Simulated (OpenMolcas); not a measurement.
Pd2+ (d8) in a complex was computed by CASSCF with the d shell active (OpenMolcas, ANO-RCC-VDZP on the metal). Its lowest spin-free states, and all those of the highest spin:

```csv
2S+1,Degeneracy,E (cm-1)
3,2,0.0
3,2,716.7
3,1,2156
1,1,3678
3,2,5322
1,2,8193
1,2,12718
3,2,13326
1,2,15909
1,2,17525
1,1,17714
1,2,21281
3,1,22625
```

Problem. Is the site octahedral, tetrahedral or cube-like, axial, or of lower symmetry?

Solution. The states with 2S+1 = 3 have orbital degeneracies 2, 2, 1, 2, 2, 1. There are pairs but no triples, so the site is axial: not cubic, but with a proper or improper axis of order three or more. The run had Pd2+ with 2 ligands (chloride) in linear coordination (D∞h) at 2.36 Å. Ligand basis ANO-RCC-VDZP.

Without dynamic correlation the repulsion within the d shell is too large (B by tens of per cent), so at a given field states of lower spin stand too high. Real 4d8 and 5d8 ions are as a rule square planar and diamagnetic. The least metal-like active orbital is 76 % on the metal (Löwdin) and no ligand orbital is active, so the numbers are rough. Ligand-to-metal charge-transfer states are missing. With no ligand orbital active B as a rule stays too high, so bands that hang on it stand too high and its fall with covalency is understated. No measured value stands beside these numbers; the geometry was imposed, not optimised, and the real ion may take another.
